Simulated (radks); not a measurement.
Fe I, 26 electrons, occupied as [Ar] 3d6 4s2. Calculated with a radial shooting solver on a logarithmic mesh with Libxc functionals: Dirac Kohn-Sham, PBEsol, spin-unpolarised, spherical densities, finite nucleus; open shells fill j = l - 1/2 first; Fermi nuclear charge, rms radius 3.7377 fm.

Radial electron density D(r) = 4 pi r^2 rho(r):

r (bohr)  D(r) (e/bohr)
0.003808          1.955
0.004998          3.136
0.006561          4.932
0.008611          7.564
0.0113            11.22
0.01484           15.95
0.01947           21.43
0.02556           26.78
0.03355           30.55
0.04404           31.28
0.05781           28.75
0.07587           25.25
0.09959           24.85
0.1307            29.39
0.1702            34.41
0.2234            32.74
0.2933            22.94
0.3849            14.15
0.5053            13.78
0.6632            16.56
0.8705            14.37
1.143             8.422
1.5               3.873
1.969             1.940
2.584             1.188
3.392            0.6539
4.452            0.2489
5.843           0.05762
7.67           0.007226
10.07         0.0004045

D(r) has 3 maxima, at r = 0.0407, 0.186, 0.690 bohr, and minima at 0.0890, 0.441 bohr, inside which lie 2.12, 10.65 electrons.
